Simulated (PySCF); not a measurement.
[VI6]2- (charge -2 and doublet state).
Bonds: V1–I2, V1–I3, V1–I4, V1–I5, V1–I6, V1–I7.

The calculation used PySCF, PBE0-D3(BJ)/def2-SVP geometry optimisation, gas phase, def2 core potentials past Kr.

(1) Give the optimised bond lengths and angles.

## Answers

(1) 
| bond | length (pm) |
| --- | --- |
| V1–I2 and 3 like bonds | 274.6 |
| V1–I4, V1–I5 | 272.7 |

Bonds in one row agree within 1 pm and their mean is given. A selection of angles:
| angle | degrees |
| --- | --- |
| I2–V1–I3 | 179.9 |
| I2–V1–I4 | 90.0 |

The I–V distances run from 2.725 Å (V1–I5) to 2.748 Å (V1–I7), a spread of 0.023 Å. V1 (vanadium bonded to 6 I) is octahedral (the three widest angles are 179.9°, 179.8° and 179.8°, the others run from 89.8° to 90.2°).

Point group: D4h (tolerance 0.08 Å). Whether it is a minimum is left open (no frequencies). ⟨S²⟩ = 0.827 (exact for a doublet: 0.75). Whether so highly charged an anion holds all its electrons in the gas phase wasn't checked; a finite basis holds them in any case. The ion is multiply charged and computed without counter-ions or solvent.

The run took 21 min of wall time on Intel Xeon 6975P-C, one thread, shared host with 192 logical CPUs at a one-minute load of 99, and the process peaked at 1.6 GiB of memory. These figures are those of the optimisation.
